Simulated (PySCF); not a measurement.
C2H5FN2Si, SMILES N1[C@H](F)[Si@@H](C=1)N. Geometry optimised at PBE-D3(BJ)/def2-SVP. The structure was generated by enumeration; whether it is a known compound was not checked. The values are those of a single conformer.

Give the equilibrium geometry at PBE-D3(BJ)/def2-SVP (PySCF confirms it by a frequency run) as a Z-matrix. (The exact figures need the calculation; the answer reports its results.)

This is not unique; one that fits is 
```
Si
N 1 1.7267
H 2 1.0206 1 121.34
H 2 1.0218 3 112.08 1 154.85
H 1 1.5089 2 105.48 3 -18.47
C 1 1.9082 5 120.06 2 136.67
N 6 1.3015 1 97.34 5 117.15
H 6 1.1095 7 120.22 1 179.75
C 7 1.4847 6 103.75 8 177.20
F 9 1.3855 7 110.77 6 119.86
H 9 1.1147 10 107.94 7 -120.08
```
Charge 0, spin multiplicity 1.
